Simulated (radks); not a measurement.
Values are calculated unless marked as measured or tabulated.
Ionisation of Ti16+, [He] 2s2 2p2, to Ti17+, [He] 2s2 2p1, under several functionals. Scalar-relativistic Kohn-Sham, spin-polarised, spherical densities, finite nucleus; open shells are filled with parallel spins first; a radial shooting solver on a logarithmic mesh with Libxc functionals.

[
 {"functional": "LDA (Slater exchange, Perdew-Wang correlation)", "E(Ti16+) (hartree)": "-659.55230", "Exc (hartree)": "-21.21285", "IE (eV)": "1131.4", "-e(HOMO) (eV)": "1089.1", "<r> HOMO (bohr)": "0.2587", "IE error (eV)": "+1.2"},
 {"functional": "exchange-only B88", "E(Ti16+) (hartree)": "-661.32676", "Exc (hartree)": "-23.01990", "IE (eV)": "1131.7", "-e(HOMO) (eV)": "1089.4", "<r> HOMO (bohr)": "0.2585", "IE error (eV)": "+1.5"},
 {"functional": "BLYP", "E(Ti16+) (hartree)": "-661.55923", "Exc (hartree)": "-23.25235", "IE (eV)": "1132.9", "-e(HOMO) (eV)": "1090.5", "<r> HOMO (bohr)": "0.2586", "IE error (eV)": "+2.7"},
 {"functional": "r2SCAN", "E(Ti16+) (hartree)": "-661.41125", "Exc (hartree)": "-23.09181", "IE (eV)": "1134.0", "-e(HOMO) (eV)": "1093.1", "<r> HOMO (bohr)": "0.2587", "IE error (eV)": "+3.8"},
 {"functional": "BP86", "E(Ti16+) (hartree)": "-661.61299", "Exc (hartree)": "-23.30976", "IE (eV)": "1132.5", "-e(HOMO) (eV)": "1090.2", "<r> HOMO (bohr)": "0.2585", "IE error (eV)": "+2.3"},
 {"functional": "AM05", "E(Ti16+) (hartree)": "-659.91177", "Exc (hartree)": "-21.57912", "IE (eV)": "1131.0", "-e(HOMO) (eV)": "1088.9", "<r> HOMO (bohr)": "0.2587", "IE error (eV)": "+0.8"},
 {"functional": "exchange-only LDA", "E(Ti16+) (hartree)": "-658.95259", "Exc (hartree)": "-20.60955", "IE (eV)": "1129.1", "-e(HOMO) (eV)": "1086.9", "<r> HOMO (bohr)": "0.2587", "IE error (eV)": "-1.1"}
]

NIST Atomic Spectra Database: 1130.2 eV (semi-empirical). Closest: AM05. The Delta-SCF values span 4.90 eV, the total energies 2.66 hartree. The highest occupied level is 2p. Open shells are spherical and high-spin; term and fine-structure splittings are not resolved.
